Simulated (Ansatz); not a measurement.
The molecule InMo, multiplicity 8 (lowest of 2S+1 = 2, 4, 6, 8 at CCSD(T)/def2-TZVPP on PBE0 minima; our sources give no spin for the ground state, which may be another). No spin–orbit coupling.

Constants: fifth-degree fit in 1/R to seven points, most abundant isotopes. Runs in def2 and cc sets follow the lowest solution found near the PBE0 minimum.

Correlated levels freeze the inner cores; with def2 sets outer-core shells near the valence are correlated too.

Codes used: Ansatz (Gaussian basis) for Hartree–Fock, density functionals and correlated methods. Each number belongs to the level named beside it. In def2 rows elements past Kr take small-core potentials, without spin–orbit coupling.

```json
[
 {"level": "SVWN5/def2-TZVPP", "r_e (Å)": "2.801", "ω_e (cm⁻¹)": "144", "ω_e x_e (cm⁻¹)": "0.67", "dipole (D)": "0.64"},
 {"level": "PBE/def2-TZVPP", "r_e (Å)": "2.907", "ω_e (cm⁻¹)": "___", "ω_e x_e (cm⁻¹)": "0.68", "dipole (D)": "0.81"},
 {"level": "r2SCAN/def2-TZVPP", "r_e (Å)": "2.889", "ω_e (cm⁻¹)": "125", "ω_e x_e (cm⁻¹)": "0.70", "dipole (D)": "1.04"},
 {"level": "B3LYP/def2-TZVPP", "r_e (Å)": "2.958", "ω_e (cm⁻¹)": "110", "ω_e x_e (cm⁻¹)": "0.76", "dipole (D)": "1.09"},
 {"level": "PBE0/def2-TZVPP", "r_e (Å)": "2.912", "ω_e (cm⁻¹)": "119", "ω_e x_e (cm⁻¹)": "0.72", "dipole (D)": "1.22"},
 {"level": "BHLYP/def2-TZVPP", "r_e (Å)": "2.973", "ω_e (cm⁻¹)": "106", "ω_e x_e (cm⁻¹)": "0.83", "dipole (D)": "1.65"},
 {"level": "wB97X-V/def2-TZVPP", "r_e (Å)": "2.902", "ω_e (cm⁻¹)": "119", "ω_e x_e (cm⁻¹)": "0.87", "dipole (D)": "1.75"},
 {"level": "B2PLYP/def2-TZVPP", "r_e (Å)": "___", "ω_e (cm⁻¹)": "___", "ω_e x_e (cm⁻¹)": "0.81", "dipole (D)": "-"}
]
```

Question: Some entries are withheld; supply them.

Answer: 
- B2PLYP/def2-TZVPP, r_e (Å): 2.914
- B2PLYP/def2-TZVPP, ω_e (cm⁻¹): 117
- PBE/def2-TZVPP, ω_e (cm⁻¹): 122

Ansatz is a first-principles code.
